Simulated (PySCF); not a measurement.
C6H6NS (charge +1).
Atom-mapped SMILES: `[CH:1]#[C:2][c:3]1[cH:4][n+:5]([CH3:6])[cH:7][s:8]1` (hydrogens: H9 on C1; H10 on C4; H11, H12, H13 on C6; H14 on C7)

Structure used (PBE0-D3(BJ)/def2-SVP), in Å, numbered top down from 1:
```xyz
14
C6H6NS angstrom
C      3.7526    0.0825    0.1759
C      2.5492    0.1956    0.2658
C      1.1548    0.3410    0.3775
C      0.1631   -0.4692   -0.1134
N     -1.0963   -0.0142    0.1865
C     -2.3064   -0.7195   -0.2364
C     -1.1065    1.1117    0.8866
S      0.4390    1.6868    1.2243
H      4.8229   -0.0212    0.0937
H      0.2970   -1.3859   -0.6861
H     -2.3106   -1.7265    0.2013
H     -2.3215   -0.7871   -1.3322
H     -3.1863   -0.1659    0.1087
H     -2.0260    1.6047    1.2058
```

Theory: TDDFT wB97X-D/def2-SVPD, vertical, gas phase, core orbitals frozen in the response in PySCF.

```csv
state,E (eV),E (kJ/mol),λ (nm),f,symmetry,"main configurations (H = HOMO, L = LUMO)"
S1,4.67,450,265.8,0.186,A′,H→L (93%)
S2,4.92,475,252.0,0.0001,–,"H-1→L (76%), H-1→L+1 (21%)"
S3,5.60,541,221.3,0.0066,A′,"H→L+1 (61%), H-2→L (28%)"
S4,5.72,551,216.9,0.0003,–,"H→L+2 (73%), H→L+3 (17%)"
S5,6.47,625,191.5,0.244,A′,"H-2→L (62%), H→L+1 (20%)"
S6,6.52,629,190.3,0.0006,–,"H-1→L+1 (70%), H-1→L (21%)"
```

The lowest singlet lies at 4.67 eV (266 nm, ultraviolet) and is strong; its leading configuration is HOMO→LUMO (93%). The strongest level in the table is S5 at 6.47 eV (192 nm, f = 0.244). Löwdin shares by element: HOMO carbon 79% or more (atoms not listed hold the other 21%); LUMO carbon 41% or more, sulfur 26%, nitrogen 14% (atoms not listed hold the other 19%). Weighted by f, the mean energy of these states is 5.69 eV. The listed states span 1.85 eV, and the widest gap between neighbours is 0.76 eV (S4 to S5). The oscillator strengths of these states sum to 0.437; summed over the whole spectrum of an exact calculation they would give the number of electrons, 64 (Thomas–Reiche–Kuhn). Symmetry labels in Cs follow from the direction of the transition dipole and are given only for states with f of 0.002 or more. Singlets were solved by full linear response.
